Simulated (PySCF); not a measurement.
C₃H₉NSi₂, SMILES [SiH3][SiH2][C@@H](N)C#C. Atoms are numbered in the order given.

```xyz
15

C     -2.1283    -0.8707     1.3037
C     -1.6571    -0.2765     0.3574
C     -0.9964     0.3833    -0.7640
N     -1.6481     0.0777    -2.0486
Si     0.8800    -0.0792    -0.7074
Si     1.8295     0.3492     1.4015
H     -2.5647    -1.3819     2.1405
H     -1.0618     1.4754    -0.6041
H     -1.1525     0.5463    -2.8075
H     -1.5937    -0.9241    -2.2376
H      1.5689     0.7122    -1.7754
H      0.9948    -1.5255    -1.0632
H      1.3378    -0.6382     2.4042
H      3.3202     0.2722     1.3383
H      1.4461     1.7232     1.8454
```
Charge 0, spin multiplicity 1.

Coordinates come from a B3LYP-D3(BJ)/def2-SVP optimisation. The structure was generated by enumeration; whether it is a known compound was not checked. Other conformers were not sampled.

Level of theory: PySCF with PBE0/def2-TZVP.

ESP charges are fitted to the potential on shells at 1.4 to 2.0 van der Waals radii. Atomic charges (e):

```json
[
 {"atom": "C1", "Mulliken": "-0.15", "meta-Löwdin": "-0.23", "ESP fit": "-0.43", "Löwdin": "-0.10"},
 {"atom": "C2", "Mulliken": "-0.05", "meta-Löwdin": "-0.04", "ESP fit": "-0.05", "Löwdin": "-0.13"},
 {"atom": "C3", "Mulliken": "-0.16", "meta-Löwdin": "-0.18", "ESP fit": "0.32", "Löwdin": "-0.43"},
 {"atom": "N4", "Mulliken": "-0.47", "meta-Löwdin": "-0.49", "ESP fit": "-0.89", "Löwdin": "-0.13"},
 {"atom": "Si5", "Mulliken": "0.12", "meta-Löwdin": "0.35", "ESP fit": "0.03", "Löwdin": "0.19"},
 {"atom": "Si6", "Mulliken": "0.00", "meta-Löwdin": "0.20", "ESP fit": "0.11", "Löwdin": "0.11"},
 {"atom": "H7", "Mulliken": "0.18", "meta-Löwdin": "0.18", "ESP fit": "0.31", "Löwdin": "0.13"},
 {"atom": "H8", "Mulliken": "0.13", "meta-Löwdin": "0.14", "ESP fit": "0.10", "Löwdin": "0.17"},
 {"atom": "H9", "Mulliken": "0.23", "meta-Löwdin": "0.22", "ESP fit": "0.34", "Löwdin": "0.15"},
 {"atom": "H10", "Mulliken": "0.23", "meta-Löwdin": "0.23", "ESP fit": "0.37", "Löwdin": "0.16"},
 {"atom": "H11", "Mulliken": "-0.02", "meta-Löwdin": "-0.09", "ESP fit": "-0.05", "Löwdin": "-0.02"},
 {"atom": "H12", "Mulliken": "-0.01", "meta-Löwdin": "-0.08", "ESP fit": "-0.03", "Löwdin": "-0.02"},
 {"atom": "H13", "Mulliken": "0.00", "meta-Löwdin": "-0.06", "ESP fit": "-0.03", "Löwdin": "-0.03"},
 {"atom": "H14", "Mulliken": "-0.01", "meta-Löwdin": "-0.07", "ESP fit": "-0.03", "Löwdin": "-0.03"},
 {"atom": "H15", "Mulliken": "-0.01", "meta-Löwdin": "-0.07", "ESP fit": "-0.05", "Löwdin": "-0.03"}
]
```

Computed Mayer and Wiberg (Löwdin basis) orders of the bonds:
| bond | Mayer | Wiberg |
|---|---|---|
| C1–C2 | 2.71 | 2.93 |
| C2–C3 | 1.16 | 1.29 |
| C3–N4 | 1.03 | 1.39 |
| C3–Si5 | 1.01 | 1.01 |
| Si5–Si6 | 0.95 | 1.14 |
| C1–H7 | 0.99 | 0.92 |
| C3–H8 | 0.89 | 0.79 |
| N4–H9 | 0.93 | 0.95 |
| N4–H10 | 0.93 | 0.95 |
| Si5–H11 | 0.93 | 0.92 |
| Si5–H12 | 0.93 | 0.92 |
| Si6–H13 | 0.95 | 0.96 |
| Si6–H14 | 0.95 | 0.96 |
| Si6–H15 | 0.94 | 0.96 |
